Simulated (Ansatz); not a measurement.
Basis sets compared for Sr₃S₄. Charge 0, multiplicity 1. Geometry PBE-D4/def2-SVP. Ansatz on 4 threads of INTEL XEON PLATINUM 8581C on a shared host; times are rough, and most runs start from earlier orbitals.

Cartesian coordinates in Å:
```
Sr -1.2162 0.1117 -1.7065
Sr 2.1419 -1.4888 -0.1363
Sr 0.1013 1.7480 1.1529
S 0.2563 -1.1371 1.8961
S -2.2429 2.0012 -0.1139
S -0.5611 -2.1460 0.1308
S 1.5207 0.9109 -1.2231
```

In the def2 sets Sr takes a core potential; there is no spin–orbit coupling. Another isomer (singlet) lies 0.09 eV lower at PBE0-D4/def2-TZVP; other spin states weren't run for this one.

Binding counts from free atoms (Sr singlet, S triplet) in the same basis, without a counterpoise term.

| level | functions | energy (Eh) | HOMO (eV) | LUMO (eV) | binding per atom (eV) | wall time |
| --- | --- | --- | --- | --- | --- | --- |
| PBE-D4/def2-SVP | 141 | -1684.0927 | -3.80 | -2.23 | 3.38 | 1.7 s |
| PBE0-D4/def2-SVP | 141 | -1684.2045 | -4.66 | -1.73 | 3.30 | 3.2 s |

Problem. Estimate the rows for PBE-D4/def2-TZVP (with forces), PBE0-D4/def2-TZVP.

Solution. 
| level | functions | energy (Eh) | HOMO (eV) | LUMO (eV) | binding per atom (eV) | wall time |
| --- | --- | --- | --- | --- | --- | --- |
| PBE-D4/def2-TZVP (with forces) | 247 | -1684.6608 | -3.79 | -2.21 | 3.32 | 4 s |
| PBE0-D4/def2-TZVP | 247 | -1684.7651 | -4.66 | -1.70 | 3.25 | 6.5 s |
